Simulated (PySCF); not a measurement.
Compound: diboron tetrafluoride, B₂F₄.
SMILES: `FB(F)B(F)F`

Method used: EOM-IP-CCSD/aug-cc-pVDZ in PySCF, restricted Hartree–Fock reference, frozen core, non-relativistic, gas phase, PBE0-D3(BJ)/def2-SVP geometry.

Hartree–Fock orbital energies give these Koopmans values (eV): HOMO 14.29, HOMO-1 18.26, HOMO-2 18.27, HOMO-3 18.39, HOMO-4 18.48, HOMO-5 19.73, HOMO-6 19.91, HOMO-7 19.93.

What vertical ionisation energies does EOM-IP-CCSD give?

```tsv
leading hole (HF orbital)	Koopmans (eV)	EOM-IP-CCSD (eV)	change (eV)	one-hole share
HOMO	14.29	13.07	-1.22	0.96
HOMO-1	18.26	15.89	-2.37	0.95
HOMO-2	18.27	15.90	-2.37	0.95
HOMO-3	18.39	16.26	-2.13	0.95
HOMO-4	18.48	16.36	-2.12	0.95
HOMO-5	19.73	17.35	-2.38	0.95
HOMO-6	19.91	17.92	-1.99	0.95
HOMO-7	19.93	17.93	-2.00	0.95
```

Does the order of the lines follow the orbital energies?

Yes, no two lines change places. The corrections run from -2.38 to -1.22 eV, with a mean of -2.07 eV over the 8 lines; no line lies above its Koopmans value.

At what kinetic energies would He I light (21.22 eV) eject these electrons?

8.15 eV (HOMO), 5.33 eV (HOMO-1), 5.32 eV (HOMO-2), 4.96 eV (HOMO-3), 4.86 eV (HOMO-4), 3.87 eV (HOMO-5), 3.30 eV (HOMO-6), 3.29 eV (HOMO-7).

Lines less than 0.15 eV apart could change places at a higher level. One root was sought for each valence orbital with −ε under 21 eV, eight at most, so deeper holes and satellites are missing; no vibrational structure.

The run took 3.2 min wall on one thread of an Intel Xeon Platinum 8259CL at 2.50 GHz (shared host), and the process peaked at 2.4 GiB of memory.

Conformer computed: `[F:1][B:2]([F:3])[B:4]([F:5])[F:6]`: F1–B2–B4–F5 -93°.
